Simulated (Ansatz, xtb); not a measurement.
C3H10O2SSi: 7 structures ranked

7 gas-phase structures of C3H10O2SSi, from a drawn sample of its isomers (lower ones may exist). Each was relaxed with GFN2-xTB; where two conformers were screened, the lower at r2SCAN-D4/def2-SVP is listed:

A. `CO[SiH2]OCCS`, a singlet
B. `CC[Si@](O)(S)OC`, a singlet
C. `CCO[Si@H](O)SC`, a singlet
D. `CO[SiH2]OCSC`, a singlet
E. `CCC[Si](O)(O)S`, a singlet
F. `CO[SiH](OC)SC`, a singlet
G. `CO[C@H](C)O[SiH2]S`, a singlet

Task: Make a reasoned guess at their ranking by r2SCAN-D4/def2-SVP single-point energy.

Result: Calculated order at r2SCAN-D4/def2-SVP: E (0.000), B (0.499), C (1.046), F (1.590), A (2.549), G (2.599), D (2.732) eV.

Energies above the lowest of each column, in eV; the last columns are at PBE-D3(BJ)/def2-SVP geometries and were run for some of them only (a dash: not run or not comparable):

```tsv
structure	GFN2-xTB	HF/STO-3G	r2SCAN-D4/def2-SVP	PBE-D3(BJ)/def2-SVP	CCSD(T)/def2-SVP + ΔMP2/def2-TZVPP
E	0.120	0.035	0.000	0.000	0.000
B	0.430	0.000	0.499	0.449	0.587
C	0.000	0.393	1.046	0.888	1.026
F	0.421	0.473	1.590	–	–
A	0.803	1.378	2.549	–	–
G	1.020	0.990	2.599	–	–
D	0.908	1.181	2.732	–	–
```

CCSD(T)/def2-SVP + ΔMP2/def2-TZVPP puts E lowest of those it was run on; GFN2-xTB picks C, HF/STO-3G picks B. Flexible structures stand in one conformer each, not always the lowest. Frequencies (GFN2-xTB) were run for B, C, E alone. ΔMP2 is the change of the MP2 energy from the smaller to the larger basis.

Over these structures GFN2-xTB departs from r2SCAN-D4/def2-SVP by 0.611 eV on average once a common shift is removed. A GFN2-xTB relaxation took about 0.19 s and the r2SCAN-D4/def2-SVP energy about 2.4 s on a shared host (Ansatz 0.2.0, xtb 6.7.1).
